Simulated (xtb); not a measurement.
F6Re (SMILES [F][Re+]([F])([F])([F])([F])[F]), charge +1, singlet, at a GFN2-xTB geometry (such geometries of metal compounds can be far from the true shape) (the multiplicity is a formal guess); GFN2-xTB in xtb 6.7.1.

The xtb input:
```
$ xtb mol.xyz --gfn 2 --chrg 1 --json

# file mol.xyz
7

Re     0.00000000    -0.00000000    -0.00000000
F      1.06169028    -0.44249112    -1.29720893
F     -1.06169028     0.44249112     1.29720893
F     -1.08091769     0.73857109    -1.13660253
F     -0.84271367    -1.50480895    -0.17640667
F      0.84271367     1.50480895     0.17640667
F      1.08091769    -0.73857109     1.13660253
```

Q: Write the output that xtb gives for this input, abridged.

A: 
```
   ID    Z sym.   atoms
    1   75 Re     1
    2    9 F      2-7

           -------------------------------------------------
          |                Calculation Setup                |
           -------------------------------------------------

           -------------------------------------------------
          |                 G F N 2 - x T B                 |
           -------------------------------------------------

          ...................................................
          :                      SETUP                      :
          :.................................................:
          :  # basis functions                  34          :
          :  # atomic orbitals                  33          :
          :  # shells                           15          :
          :  # electrons                        48          :
          :  max. iterations                   250          :
          :  Hamiltonian                  GFN2-xTB          :
          :  restarted?                      false          :
          :  GBSA solvation                  false          :
          :  PC potential                    false          :
          :  electronic temp.          300.0000000     K    :
          :  accuracy                    1.0000000          :
          :  -> integral cutoff          0.2500000E+02      :
          :  -> integral neglect         0.1000000E-07      :
          :  -> SCF convergence          0.1000000E-05 Eh   :
          :  -> wf. convergence          0.1000000E-03 e    :
          :  Broyden damping             0.4000000          :
          :  net charge                          1          :
          :  unpaired electrons                  0          :
          ...................................................

 iter      E             dE          RMSdq      gap      omega  full diag
   1    -31.2028185 -0.312028E+02  0.630E+00    3.79       0.0  T
   2    -31.1987696  0.404890E-02  0.448E+00    2.83       1.0  T
   3    -31.2623543 -0.635847E-01  0.243E+00    3.40       1.0  T
   4    -31.2680357 -0.568139E-02  0.250E-01    3.27       1.0  T
   5    -31.2682543 -0.218629E-03  0.659E-02    3.25       1.0  T
   6    -31.2682602 -0.587375E-05  0.102E-02    3.24       3.7  T
   7    -31.2682606 -0.390531E-06  0.927E-04    3.24      40.8  T
   8    -31.2682606 -0.624929E-09  0.285E-04    3.24     132.5  T

   *** convergence criteria satisfied after 8 iterations ***

         :::::::::::::::::::::::::::::::::::::::::::::::::::::
         ::                     SUMMARY                     ::
         :::::::::::::::::::::::::::::::::::::::::::::::::::::
         :: total energy             -31.220514392908 Eh    ::
         :: gradient norm              0.000001835446 Eh/a0 ::
         :: HOMO-LUMO gap              3.242858879738 eV    ::
         ::.................................................::
         :: SCC energy               -31.268259683609 Eh    ::
         :: -> isotropic ES            0.215257734321 Eh    ::
         :: -> anisotropic ES          0.000618690553 Eh    ::
         :: -> anisotropic XC         -0.001426759084 Eh    ::
         :: -> dispersion             -0.003901226639 Eh    ::
         :: repulsion energy           0.047745290701 Eh    ::
         :: add. restraining           0.000000000000 Eh    ::
         :: total charge               1.000000000000 e     ::
         :::::::::::::::::::::::::::::::::::::::::::::::::::::

           -------------------------------------------------
          |                Property Printout                |
           -------------------------------------------------

    * Orbital Energies and Occupations

         #    Occupation            Energy/Eh            Energy/eV
      -------------------------------------------------------------
         1        2.0000           -1.2485230             -33.9740
       ...           ...                  ...                  ...
[...]
        14        2.0000           -0.8402417             -22.8641
        15        2.0000           -0.8402417             -22.8641
        16        2.0000           -0.8241851             -22.4272
        17        2.0000           -0.8241851             -22.4272
        18        2.0000           -0.8241851             -22.4272
        19        2.0000           -0.8216458             -22.3581
        20        2.0000           -0.8216458             -22.3581
        21        2.0000           -0.8216458             -22.3581
        22        2.0000           -0.8181991             -22.2643
        23        2.0000           -0.8181991             -22.2643
        24        2.0000           -0.8181991             -22.2643 (HOMO)
        25                         -0.6990262             -19.0215 (LUMO)
        26                         -0.6990262             -19.0215
        27                         -0.6990262             -19.0215
        28                         -0.1356122              -3.6902
        29                         -0.1356122              -3.6902
        30                          0.7798578              21.2210
        31                          0.7798579              21.2210
        32                          0.7798579              21.2210
        33                          1.1327703              30.8242
      -------------------------------------------------------------
                  HL-Gap            0.1191729 Eh            3.2429 eV
             Fermi-level           -0.7586127 Eh          -20.6429 eV

     #   Z          covCN         q      C6AA      α(0)
     1  75 Re       4.230     1.578   337.840    45.341
     2   9 F        0.705    -0.096    10.229     3.777
     3   9 F        0.705    -0.096    10.229     3.777
     4   9 F        0.705    -0.096    10.229     3.777
     5   9 F        0.705    -0.096    10.229     3.777
     6   9 F        0.705    -0.096    10.229     3.777
     7   9 F        0.705    -0.096    10.229     3.777

 Mol. C6AA /au·bohr⁶  :       1310.618600
 Mol. C8AA /au·bohr⁸  :      87003.884990
 Mol. α(0) /au        :         68.000084

Wiberg/Mayer (AO) data.
largest (>0.10) Wiberg bond orders for each atom

 ---------------------------------------------------------------------------
     #   Z sym  total        # sym  WBO       # sym  WBO       # sym  WBO
 ---------------------------------------------------------------------------
     1  75 Re   6.927 --     2 F    1.155     3 F    1.155     6 F    1.155
                             5 F    1.155     7 F    1.155     4 F    1.155
     2   9 F    1.550 --     1 Re   1.155     3 F    0.147
     3   9 F    1.550 --     1 Re   1.155     2 F    0.147
     4   9 F    1.550 --     1 Re   1.155     7 F    0.147
     5   9 F    1.550 --     1 Re   1.155     6 F    0.147
     6   9 F    1.550 --     1 Re   1.155     5 F    0.147
     7   9 F    1.550 --     1 Re   1.155     4 F    0.147
 ---------------------------------------------------------------------------

Topologies differ in total number of bonds
Writing topology from bond orders to xtbtopo.mol

molecular dipole:
                 x           y           z       tot (Debye)
 q only:        0.000       0.000       0.000
   full:        0.000       0.000       0.000       0.000
molecular quadrupole (traceless):
                xx          xy          yy          xz          yz          zz
 q only:        0.000      -0.000      -0.000      -0.000       0.000       0.000
  q+dip:        0.000      -0.000      -0.000      -0.000       0.000       0.000
   full:        0.000      -0.000      -0.000      -0.000       0.000       0.000

           -------------------------------------------------
          | TOTAL ENERGY              -31.220514392908 Eh   |
          | GRADIENT NORM               0.000001835446 Eh/α |
          | HOMO-LUMO GAP               3.242858879738 eV   |
           -------------------------------------------------

normal termination of xtb
```
